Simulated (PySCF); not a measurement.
H$_{4}$Ge, triplet, at the geometry of the source list (a higher spin typed on purpose: for a closed-shell molecule this is an excited state); DF-B3LYP/def2-SVP (PySCF).

Here is a job for PySCF.
```python
from pyscf import gto, scf, dft

mol = gto.Mole()
mol.atom = '''
    Ge    0.000700   -0.005200    0.000700
    H    -0.602800   -0.848500   -1.057200
    H     0.557800   -0.851900    1.080200
    H    -1.039800    0.887400    0.561000
    H     1.084100    0.818200   -0.584700
'''
mol.basis = 'def2-svp'
mol.charge = 0
mol.spin = 2
mol.verbose = 4
mol.build()

mf = dft.UKS(mol)
mf.xc = 'b3lyp'
mf = mf.density_fit(auxbasis='def2-universal-jkfit')
mf.kernel()
```

The log (banner, timings and long lists left out):

```
PySCF version 2.14.0

[INPUT] verbose = 4
[INPUT] num. atoms = 5
[INPUT] num. electrons = 36
[INPUT] charge = 0
[INPUT] spin (= nelec alpha-beta = 2S) = 2
[INPUT] symmetry False subgroup None
[INPUT] Mole.unit = angstrom
[INPUT] Symbol           X                Y                Z      unit          X                Y                Z       unit  Magmom
[INPUT]  1 Ge     0.000700000000  -0.005200000000   0.000700000000 AA    0.001322808287  -0.009826575848   0.001322808287 Bohr   0.0
[INPUT]  2 H     -0.602800000000  -0.848500000000  -1.057200000000 AA   -1.139126907888  -1.603432616693  -1.997818458890 Bohr   0.0
[INPUT]  3 H      0.557800000000  -0.851900000000   1.080200000000 AA    1.054089232282  -1.609857685517   2.041282159755 Bohr   0.0
[INPUT]  4 H     -1.039800000000   0.887400000000   0.561000000000 AA   -1.964937224323   1.676942962939   1.060136355881 Bohr   0.0
[INPUT]  5 H      1.084100000000   0.818200000000  -0.584700000000 AA    2.048652091641   1.546173915119  -1.104922865033 Bohr   0.0

nuclear repulsion = 47.0448821530813
number of shells = 24
number of NR pGTOs = 102
number of NR cGTOs = 52
basis = def2-svp
ecp = {}

******** <class 'pyscf.df.df_jk.DFUKS'> ********
method = DFUKS
initial guess = minao
damping factor = 0
level_shift factor = 0
DIIS = <class 'pyscf.scf.diis.CDIIS'>
diis_start_cycle = 1
diis_space = 8
diis_damp = 0
SCF conv_tol = 1e-09
SCF conv_tol_grad = None
SCF max_cycles = 50
direct_scf = False
number electrons alpha = 19  beta = 17
XC library pyscf.dft.libxc version 7.1.2
    S. Lehtola, C. Steigemann, M. J. T. Oliveira, and M. A. L. Marques,  SoftwareX 7, 1–5 (2018)
XC functionals = b3lyp
    P. J. Stephens, F. J. Devlin, C. F. Chabalowski, and M. J. Frisch,  J. Phys. Chem. 98, 11623 (1994)
radial grids:
    Treutler-Ahlrichs [JCP 102, 346 (1995); DOI:10.1063/1.469408] (M4) radial grids

becke partition: Becke, JCP 88, 2547 (1988); DOI:10.1063/1.454033
pruning grids: <function nwchem_prune>
grids dens level: 3
symmetrized grids: False
atomic radii adjust function: <function treutler_atomic_radii_adjust>
small_rho_cutoff = 0
Set gradient conv threshold to 3.16228e-05
tot grids = 59872
******** <class 'pyscf.df.df.DF'> ********
auxbasis = def2-universal-jkfit
init E= -2078.44519808139

cycle= 1 E= -2078.81588758925  delta_E= -0.371  |g|= 0.278  |ddm|= 4.95

cycle= 2 E= -2078.81175090387  delta_E= 0.00414  |g|= 0.311  |ddm|= 0.738

cycle= 3 E= -2078.83435513507  delta_E= -0.0226  |g|= 0.0128  |ddm|= 0.373

cycle= 4 E= -2078.83446320759  delta_E= -0.000108  |g|= 0.0113  |ddm|= 0.148

cycle= 5 E= -2078.83463624802  delta_E= -0.000173  |g|= 0.00284  |ddm|= 0.103

cycle= 6 E= -2078.83469719886  delta_E= -6.1e-05  |g|= 0.00276  |ddm|= 0.139

cycle= 7 E= -2078.83472495213  delta_E= -2.78e-05  |g|= 0.00276  |ddm|= 0.0627

cycle= 8 E= -2078.83477773217  delta_E= -5.28e-05  |g|= 0.00308  |ddm|= 0.115

cycle= 9 E= -2078.83451015246  delta_E= 0.000268  |g|= 0.00197  |ddm|= 0.632

cycle= 10 E= -2078.83436119543  delta_E= 0.000149  |g|= 0.0012  |ddm|= 0.486

cycle= 11 E= -2078.83429234048  delta_E= 6.89e-05  |g|= 0.00102  |ddm|= 0.368

cycle= 12 E= -2078.8342890397  delta_E= 3.3e-06  |g|= 0.000641  |ddm|= 0.0434

cycle= 13 E= -2078.83426870782  delta_E= 2.03e-05  |g|= 0.000338  |ddm|= 0.344

cycle= 14 E= -2078.83426939279  delta_E= -6.85e-07  |g|= 0.000395  |ddm|= 0.0305

cycle= 15 E= -2078.83426992848  delta_E= -5.36e-07  |g|= 0.000403  |ddm|= 0.0109

cycle= 16 E= -2078.83427070068  delta_E= -7.72e-07  |g|= 0.000379  |ddm|= 0.0571

cycle= 17 E= -2078.83427116238  delta_E= -4.62e-07  |g|= 0.000412  |ddm|= 0.0691

cycle= 18 E= -2078.83427158334  delta_E= -4.21e-07  |g|= 0.000411  |ddm|= 0.0171

cycle= 19 E= -2078.83426591956  delta_E= 5.66e-06  |g|= 0.000241  |ddm|= 0.109

cycle= 20 E= -2078.83426614442  delta_E= -2.25e-07  |g|= 0.000289  |ddm|= 0.00755

cycle= 21 E= -2078.83426347983  delta_E= 2.66e-06  |g|= 0.000104  |ddm|= 0.132

cycle= 22 E= -2078.83426338764  delta_E= 9.22e-08  |g|= 4.26e-05  |ddm|= 0.0257

cycle= 23 E= -2078.83426340403  delta_E= -1.64e-08  |g|= 2.22e-05  |ddm|= 0.00557

cycle= 24 E= -2078.83426340533  delta_E= -1.3e-09  |g|= 1.43e-05  |ddm|= 0.00159

cycle= 25 E= -2078.83426340534  delta_E= -7.28e-12  |g|= 3.37e-06  |ddm|= 0.00314

Extra cycle  E= -2078.83426340537  delta_E= -2.86e-11  |g|= 2.18e-06  |ddm|= 9.08e-05
converged SCF energy = -2078.83426340537  <S^2> = 2.0067893  2S+1 = 3.0045228
```
